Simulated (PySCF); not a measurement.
## UHF on Sn⁺ (tin, charge +1)

Configuration: [Kr] 4d10 5s2 5d1, 2D determinant (an excited configuration). Computed with PySCF 2.14 in x2c-QZVPPall with one added diffuse shell each of s, p, d, f type (14s10p8d5f1g, 128 functions), with the spin-free X2C one-electron Hamiltonian (Gaussian nucleus).

- Total energy: -6173.294298 hartree
- One-electron energy: -8469.4214 hartree
- Hartree (Coulomb) energy: 2459.7974 hartree
- Exchange energy: -163.6703 hartree
- ⟨S²⟩: 0.7503
- ⟨L²⟩: 6.001
- Sum of ⟨r⟩: 34.58 bohr
- Sum of ⟨r²⟩: 67.91 bohr²
- Traceless quadrupole moment −½Σ⟨3z² − r²⟩ along its main axis: 9.27 e·bohr²
- Langevin diamagnetic susceptibility: -53.8 ×10⁻⁶ cm³/mol

```
shell  electrons  mean orbital energy (hartree)  spread (hartree)  rms radius, mean of both spins (bohr)
 1s β          1                    -1078.88992                 0                                 0.0333
 1s α          1                    -1078.88986                 0                                 0.0333
 2s α          1                     -166.65499                 0                                  0.136
 2s β          1                     -166.65468                 0                                  0.136
 2p α          3                     -149.47818           0.00004                                  0.121
 2p β          3                     -149.47781           0.00041                                  0.121
 3s α          1                      -33.97808                 0                                  0.361
 3s β          1                      -33.97804                 0                                  0.361
 3p α          3                      -28.21080           0.00058                                  0.362
 3p β          3                      -28.21062           0.00091                                  0.362
 3d α          5                      -19.32018           0.00131                                  0.341
 3d β          5                      -19.31972           0.00092                                  0.341
 4s α          1                       -6.31354                 0                                  0.874
 4s β          1                       -6.31262                 0                                  0.874
 4p α          3                       -4.47889           0.00072                                  0.950
 4p β          3                       -4.47770           0.00249                                  0.950
 4d α          5                       -1.73732           0.00415                                   1.18
 4d β          5                       -1.73609           0.00342                                   1.18
 5s α          1                       -0.85531                 0                                   2.45
 5s β          1                       -0.84984                 0                                   2.45
 5d α          1                       -0.22191                 0                                   5.73
```

The outer electron is Rydberg-like, and this basis confines it to a smaller radius and binds it less than a complete one would.

Densities and radii are taken from the X2C orbitals without a picture-change correction, which distorts them close to the nucleus.

Spin-orbit constants ζ (cm⁻¹) from the X2C one-electron operator on these orbitals: bare nucleus, nucleus screened by l(l+1)(2l+1)/3 electrons, and screened by the Breit-Pauli mean field of the electrons.

| shell | bare | screened nucleus | mean field |
| --- | --- | --- | --- |
| 2p | 1234000 | 1184000 | n/a |
| 3p | 228400 | 219200 | n/a |
| 3d | 34330 | 27460 | n/a |
| 4p | 38560 | 37020 | n/a |
| 4d | 4063 | 3250 | n/a |
| 5d | 75.84 | 60.67 | n/a |

To first order the Landé constant is A = 60.67 cm⁻¹, so the lowest level has J = 3/2 and lies 0.0113 eV below the centre of the term.
